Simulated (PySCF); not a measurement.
HSi, SMILES [SiH] (connectivity only; charge and spin as stated), charge +1, multiplicity 1.

Geometry: r2SCAN-D4/def2-TZVPD.

Lowest vertical singlet excitation by several levels in PySCF, with rough processor times relative to the cheapest run on one machine. Each run also gave further roots (ADC and EOM-CCSD ionised and attached states too); roots are paired by order and the bases differ. EOM-CCSD serves as a yardstick, not as the true value; all levels that ended soundly for this molecule are listed, with differences from unrounded values.

```
level                 relative cost
--------------------  -------------
TDA-PBE/def2-TZVPD                1
EOM-CCSD/aug-cc-pVDZ              1
TDA-B3LYP/def2-TZVPD              1
TDA-ωB97X/def2-TZVPD              1
ADC(3)/aug-cc-pVDZ                6
```

Q: Give S1 at each level and its distance from EOM-CCSD. (Estimate from the structure and the level; the computed values follow.)

A: 
```json
[
 {"level": "TDA-PBE/def2-TZVPD", "S1 (eV)": "3.32", "S1 minus EOM-CCSD (eV)": "-0.14"},
 {"level": "EOM-CCSD/aug-cc-pVDZ", "S1 (eV)": "3.46", "S1 minus EOM-CCSD (eV)": "0.00"},
 {"level": "TDA-B3LYP/def2-TZVPD", "S1 (eV)": "3.41", "S1 minus EOM-CCSD (eV)": "-0.05"},
 {"level": "TDA-ωB97X/def2-TZVPD", "S1 (eV)": "3.39", "S1 minus EOM-CCSD (eV)": "-0.07"},
 {"level": "ADC(3)/aug-cc-pVDZ", "S1 (eV)": "3.20", "S1 minus EOM-CCSD (eV)": "-0.26"}
]
```
